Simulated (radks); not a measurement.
Task: Ca5+, configuration [Ne] 3s1 3p3 4p1 (not the ground configuration). Method: Dirac Kohn-Sham, PBE, spin-unpolarised, spherical densities, point nucleus; open shells fill j = l - 1/2 first; computed with a radial shooting solver on a logarithmic mesh with Libxc functionals. Some entries of the table are withheld. Estimate them.

| orbital | occ. | eigenvalue (hartree) | <r^2> (bohr^2) |
|---|---|---|---|
| 1s1/2 | 2 | (1) | 0.007939 |
| 2s1/2 | 2 | -18.69062 | 0.1557 |
| 2p1/2 | 2 | -15.87737 | 0.1299 |
| 2p3/2 | 4 | -15.74036 | 0.1318 |
| 3s1/2 | 1 | -4.59813 | 1.258 |
| 3p1/2 | 2 | -3.84677 | 1.369 |
| 3p3/2 | 1 | -3.82704 | 1.381 |
| 3d3/2 | 0 | -2.70930 | (2) |
| 3d5/2 | 0 | -2.70715 | (3) |
| 4s1/2 | 0 | -1.82241 | 6.082 |
| 4p1/2 | 1 | -1.58714 | 6.984 |
| 4p3/2 | 0 | -1.58209 | 7.026 |
| 4f5/2 | 0 | -1.02990 | 8.550 |
| 4f7/2 | 0 | -1.02981 | 8.552 |
| 5p1/2 | 0 | -0.85508 | 21.78 |
| 5p3/2 | 0 | -0.85293 | 21.88 |

Result: 
(1) 1s1/2 eigenvalue (hartree): -148.7691
(2) 3d3/2 <r^2> (bohr^2): 1.529
(3) 3d5/2 <r^2> (bohr^2): 1.532
